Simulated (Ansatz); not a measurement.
**A family of molecules: the HOMO–LUMO gap**

One atom is swapped for its congeners: HF (hydrogen fluoride); HCl (hydrogen chloride); HBr (hydrogen bromide); HI (hydrogen iodide). All are singlets with charge 0.

Shapes, held fixed at every level: PBE0-D4/def2-TZVP. Programs: Ansatz 0.2.0. Values in eV.

| level | HF | HCl | HBr | HI |
| --- | --- | --- | --- | --- |
| PBE-D4/def2-TZVPP | 9.29 | 7.27 | 6.29 | 5.09 |
| r2SCAN-D4/def2-TZVPP | 10.83 | 8.24 | 7.09 | 5.71 |
| BHLYP-D4/def2-TZVPP | 15.27 | 11.89 | 10.60 | 9.01 |
| PBE0-D4/def2-TZVPP | 12.49 | 9.76 | 8.59 | 7.16 |
| r2SCAN0-D4/def2-TZVPP | 13.56 | 10.42 | 9.12 | 7.55 |
| wB97M-V/def2-TZVPP | 16.50 | 13.89 | 12.75 | 11.26 |

At wB97M-V/def2-TZVPP the HOMO–LUMO gap falls at every step, from 16.50 to 11.26 eV. Every level shows the same order. For atoms past krypton def2 sets carry core potentials with scalar relativity. Relativity is left out for Br unless named. Orbital gaps aren't excitation energies, and the LUMO depends on the basis.
